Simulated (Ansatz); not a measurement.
Several settings on one geometry of N-butylpyridinium iodide (C₉H₁₄IN) (that of the charge 0 singlet, PBE0-D4/def2-SVP). Ansatz on 4 threads of Arm Neoverse V2 on a shared host; times are rough.

```xyz
25

C    -3.7172    0.3167    0.8820
C    -2.7429   -0.2265   -0.1517
C    -1.2913   -0.1075    0.2913
C    -0.3347   -0.6765   -0.7466
N     1.0718   -0.4095   -0.4389
C     1.7632    0.4845   -1.1946
C     3.1370    0.6820   -0.9277
C     3.7107    0.1082    0.1766
C     2.9168   -0.6922    1.0351
C     1.6133   -0.9268    0.6977
H    -3.6345   -0.2290    1.8359
H    -4.7583    0.2299    0.5366
H    -3.5186    1.3798    1.0892
H    -2.9830   -1.2826   -0.3742
H    -2.8709    0.3228   -1.1010
H    -1.1554   -0.6295    1.2550
H    -1.0293    0.9520    0.4524
H    -0.4628   -1.7661   -0.8575
H    -0.5366   -0.2186   -1.7246
H     1.3277    0.7403   -2.1565
H     3.6993    1.3301   -1.6003
H     4.7676    0.2699    0.3972
H     3.3272   -1.1397    1.9403
H     0.9530   -1.5550    1.2964
I     0.7478    3.0434   -0.6121
```

Totals from different functionals, basis sets or treatments of relativity can't be compared as stabilities.

In the def2 sets I takes a core potential; there is no spin–orbit coupling.

The spins typed aren't always the lowest for that charge.

(1) Give the basis size and estimate the energy, ⟨S²⟩, dipole and time of these runs.

| run | method | charge | state | further keys |
| --- | --- | --- | --- | --- |
| 1 | RKS PBE0-D3(BJ)/STO-3G | 0 | singlet | scf: {lower_state_search: off} |
| 2 | UKS LDA (SPW92)/def2-mTZVPP | -1 | doublet | point_charges: [{charge: 0.50, position_ang: [7.311, 0.285, 0.417]}] |
| 3 | RKS B3LYP5/STO-3G | 0 | singlet | scf: {omitted_lower_state_checks: [starts]}; forces asked |
| 4 | RKS PBE/def2-SVP | 0 | singlet | pseudopotentials: {relativity: none}; accuracy: high; scf: {omitted_lower_state_checks: [starts]}; forces asked |

Results:

(1) 
```json
{"run": "1", "functions": "91", "energy (Eh)": "-7253.3051", "⟨S²⟩": "–", "dipole (D)": "–", "wall time": "1.8 s"}
{"run": "2", "functions": "301", "energy (Eh)": "-699.8086", "⟨S²⟩": "0.75", "dipole (D)": "–", "wall time": "10 s"}
{"run": "3", "functions": "91", "energy (Eh)": "-7253.4916", "⟨S²⟩": "–", "dipole (D)": "7.02", "wall time": "3.8 s"}
{"run": "4", "functions": "236", "energy (Eh)": "-702.9925", "⟨S²⟩": "–", "dipole (D)": "7.50", "wall time": "30 s"}
```

The highest occupied level of an anion often lies above zero with these methods, and sets without diffuse functions describe the outer electron poorly.
